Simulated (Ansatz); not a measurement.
A search over several starts for the lowest SCF solution of the cluster ReSe2 at the given spin, in a small basis.

```yaml
crystal:
  periodic: [false, false, false]
  atoms:
    - {symbol: Re, position_ang: [-0.481279, 0.084109, -0.394708]}
    - {symbol: Se, position_ang: [-0.152877, -2.042216, 0.250960]}
    - {symbol: Se, position_ang: [0.634156, 1.958107, 0.143748]}
basis:
  gaussian: {orbitals: def2-SVP, initial_orbitals: start.molden}
magnetization: {spin_polarized: true, initial_magnetization: 3}
hamiltonian: {xc: pbe0, dispersion: d4}
output: {orbitals: {seedname: orbitals}}
```

The file start.molden holds the orbitals of an earlier run on this structure, at another level or in another basis.

```sh
$ ansatz run in.yaml --threads 4 --pin off --events-out ev --progress --plain --max-ram 3916MiB
```

Shortened log:

```
Functional definition: PBE0
931 factors; integrals over basis functions are off by at most 5.2e-4 eV
mean field evaluation 1: about -132798.0642 eV, gradient 1.2e1 eV
mean field evaluation 2: about -132798.2732 eV, gradient 3.1e-1 eV
mean field evaluation 4: about -132798.3161 eV, gradient 3.4e-3 eV
mean field evaluation 8: about -132797.2853 eV, gradient 1.1e1 eV
mean field evaluation 16: about -132798.3149 eV, gradient 3.1e-1 eV
mean field evaluation 32: about -132798.3161 eV, gradient 2.2e-5 eV
mean field -132798.31605913 eV, -4880.2481012416 hartree, gradient 2.2e-5 eV, S^2 3.838058; 3 other end points of the search recorded, 0 dependent functions left out
reference -132798.31608483 eV, -4880.2481021859 hartree; 43, 40 occupied and 53, 56 virtual orbitals, 931 factors
Total energy: -132798.41986191 eV, -4880.2519159232 hartree
```

Run time 3.6 s (4 threads of Arm Neoverse V2 on a shared host).

In the def2 sets Re takes a core potential; there is no spin–orbit coupling. The structure comes from a short search, and lower isomers may exist.
